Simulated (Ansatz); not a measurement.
System: Si2PH6, charge 0, doublet. Si2PH6 (SMILES [SiH3][P][SiH3], doublet).
B3LYP-D3(BJ)/def2-TZVP minimum from Ansatz (a first-principles code):
```
P
Si 1 2.2567
H 2 1.4809 1 109.58
H 2 1.4838 3 109.03 1 -119.10
H 2 1.4840 3 109.02 4 -118.33
Si 1 2.2567 2 94.16 3 163.78
H 6 1.4809 1 109.58 2 163.78
H 6 1.4838 7 109.03 1 -119.10
H 6 1.4840 7 109.02 8 -118.33
```
Charge 0, spin multiplicity 2.

Total energies in cc-pV(D+d)Z, 19 correlated electrons, 15 frozen orbitals. Open shells are spin-unrestricted; no spin-orbit coupling. Cores are frozen in correlated methods. No relativity.

```
method    program  energy (Eh)  minus CCSDT(Q) (mEh)
--------  -------  -----------  --------------------
HF         Ansatz   -922.09538                384.04
MP2        Ansatz   -922.40160                 77.82
CCSD       Ansatz   -922.46646                 12.96
CCSD(T)    Ansatz   -922.47707                  2.36
CCSDT(Q)   Ansatz   -922.47943                  0.00
```

Rough core times of Ansatz's runs on a shared machine: CCSD(T) 20 s, CCSDT(Q) 20 min.
